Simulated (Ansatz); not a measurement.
Ansatz (a first-principles code) input:

Ansatz 0.2 input:
```yaml
crystal:
  periodic: [false, false, false]
  atoms:
    - {symbol: C, position_ang: [-2.13144527, -0.03073910, 0.12593735]}
    - {symbol: Sn, position_ang: [-0.01177996, -0.00016989, 0.00069602]}
    - {symbol: F, position_ang: [0.73006055, 1.73724404, -0.29727863]}
    - {symbol: F, position_ang: [0.87474125, -0.63228050, 1.57303177]}
    - {symbol: F, position_ang: [0.70469348, -1.07165666, -1.41221066]}
    - {symbol: H, position_ang: [-2.43070561, 0.60530240, 0.95489768]}
    - {symbol: H, position_ang: [-2.53136134, 0.34522413, -0.81214556]}
    - {symbol: H, position_ang: [-2.44572104, -1.05735954, 0.29494019]}
basis:
  gaussian:
    orbitals: def2-TZVPD
hamiltonian:
  xc: {name: PBE0}
output: {forces: true}
```

**Question.** What final total energy does it print?

**Answer.** -553.67239 Eh (PBE0/def2-TZVPD). The basis has 240 functions.
